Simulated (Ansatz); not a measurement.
Frontier orbitals of CH5OSbTe, SMILES `[CH3][Sb]([OH])[TeH]`.

Cartesian coordinates in Å:
```
C 0.461 -1.167 0.462
Sb -0.597 -0.258 -1.159
O -1.874 0.518 0.130
Te 1.142 1.880 -1.476
H 1.468 -1.437 0.146
H 0.500 -0.449 1.281
H -0.082 -2.058 0.780
H -2.525 1.075 -0.305
H 1.508 1.896 0.141
```

The species carries charge 0 and has multiplicity 1. Correlated methods include outer-core shells of Sb, Te, which these sets cover unevenly. Sb, Te: def2 effective core potential. Geometry: relaxed with PBE0-D4/def2-TZVP. It is one conformer, not always the lowest. Basis def2-TZVPP, the Gaussian-basis code of Ansatz.

```tsv
functional	HOMO (eV)	LUMO (eV)
r2SCANh	-6.02	-1.44
```

Problem. Give HOMO and LUMO (eV) with LDA (SPW92), PBE, revPBE, BLYP, r2SCAN, B97M-V, PBE0, B3LYP, r2SCAN0, HSE06 (plane-wave form), BHLYP, CAM-B3LYP, LC-ωPBE, ωB97X-V, ωB97M-V, HF. (Estimate.)

Solution. Computed: 
```
             functional   HOMO   LUMO
            LDA (SPW92)  -5.55  -2.07
                    PBE  -5.39  -1.84
                 revPBE  -5.33  -1.76
                   BLYP  -5.21  -1.75
                 r2SCAN  -5.64  -1.69
                 B97M-V  -5.63  -1.60
                   PBE0  -6.42  -1.16
                  B3LYP  -6.19  -1.37
                r2SCAN0  -6.59  -1.07
HSE06 (plane-wave form)  -6.03  -1.52
                  BHLYP  -7.29  -0.40
              CAM-B3LYP  -7.62  -0.27
                LC-ωPBE  -8.92   0.76
                ωB97X-V  -8.60   0.67
                ωB97M-V  -8.48   0.50
                     HF  -8.67   1.67
```

B3LYP here is the variant with VWN-RPA as its local correlation; programs differ in this. LC-ωPBE has ω = 0.4 bohr⁻¹. Positive LUMOs are unbound and depend on the basis.
